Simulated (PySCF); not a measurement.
Gas-phase reaction: SnF4 + 2 O ⇌ SnO2 + 4 F. Level: ωB97X-V/def2-TZVP†; standard pressure 1 bar.

Computed with PySCF and rigid-rotor harmonic-oscillator thermochemistry at 1 bar. † marks an energy on the PBE0/def2-TZVP geometry and frequencies. Open shells (unrestricted): O (multiplicity 3, electronic degeneracy 9), F (multiplicity 2, electronic degeneracy 6); the rest are closed-shell singlets. Spin-orbit splitting is ignored; it lowers the true energy and changes the entropy of O, F. Sn: scalar-relativistic def2 core potential, no spin-orbit coupling. SnO2: computed as isolated molecules; such fragments, hydroxides, amides, oligomers or adducts are transient or little studied in the gas. The harmonic model lacks anharmonicity and excited electronic states, which grow with temperature; levels with a mode under 35 cm⁻¹ are left out.

```json
[
 {"T (K)": "1200", "1000/T (1/K)": "0.8333", "log10 K": "-28.36"},
 {"T (K)": "1400", "1000/T (1/K)": "0.7143", "log10 K": "-22.47"},
 {"T (K)": "1600", "1000/T (1/K)": "0.6250", "log10 K": "?"},
 {"T (K)": "1800", "1000/T (1/K)": "0.5556", "log10 K": "-14.61"},
 {"T (K)": "2000", "1000/T (1/K)": "0.5000", "log10 K": "-11.86"},
 {"T (K)": "2500", "1000/T (1/K)": "0.4000", "log10 K": "-6.93"}
]
```

Problem. Fit log10 K = a + b·(1000/T) to the five rows, get the mean ΔH° and ΔS°, and predict log10 K at 1600 K.

Solution. Means: 1000/T = 0.6006, log10 K = -16.846. Sums of products about the means: Sxy = -5.91012, Sxx = 0.119463, so b = Sxy/Sxx = -49.47 and a = -16.846 − (-49.47)×0.6006 = 12.87.
ΔH° = −R ln 10 × 1000 K × b = −19.145 × (-49.47) = 947 kJ; ΔS° = R ln 10 × a = 246 J/K. The run's own values go from 949 kJ and 248 J/K at 1200 K to 944 kJ and 245 J/K at 2500 K.
Prediction at 1600 K: 12.87 + (-49.47)×0.6250 = -18.05. The computed value is -18.04, 0.01 from the line.
For scale, ΔH°(298 K) is 951 kJ at this level, 945 kJ at ωB97M-V/def2-TZVP†, and runs from -48 to 988 kJ over the 18 levels computed.
